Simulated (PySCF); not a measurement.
# From computed data to an observable: oscillator strength and radiative lifetime

H₄N₂OSW, SMILES [W]([NH2])([OH])(=[S])=[NH], multiplicity 1.

The structure is a stationary point at PBE0-D3(BJ)/def2-SVP. The spin state was assumed, not searched. The structure was generated by enumeration; whether it is a known compound was not checked. The def2 effective core potentials stand for the cores of W; spin–orbit coupling is left out. One conformer was computed; it need not be the lowest.

TDA-PBE/def2-SVPD (PySCF) puts the first singlet state with f over 0.02 at 4.46 eV (vertical), with the transition dipole (0.054, -0.261, 0.456) in atomic units.

Problem. Find the oscillator strength, the wavelength and the radiative lifetime that this transition would have in vacuum if emission retraced absorption.

Solution. 
|μ|² = 0.2790 au, so |μ| = 1.34 D. ΔE = 4.46/27.211 = 0.1639 hartree. f = (2/3) ΔE |μ|² = 0.030 (the program prints 0.030).
λ = 1239.84/4.46 = 278 nm; ν = 35972 cm⁻¹.
Einstein's coefficient A = 0.6670 ν² f s⁻¹ (ν in cm⁻¹) = 2.6e7 s⁻¹, so τ = 1/A = 38 ns. This state is S4; the lower singlets have f = 0.001, 0.001, 0.010. The figure is the radiative limit of this one transition; relaxation, internal conversion, crossing to triplets and a medium change what is measured.
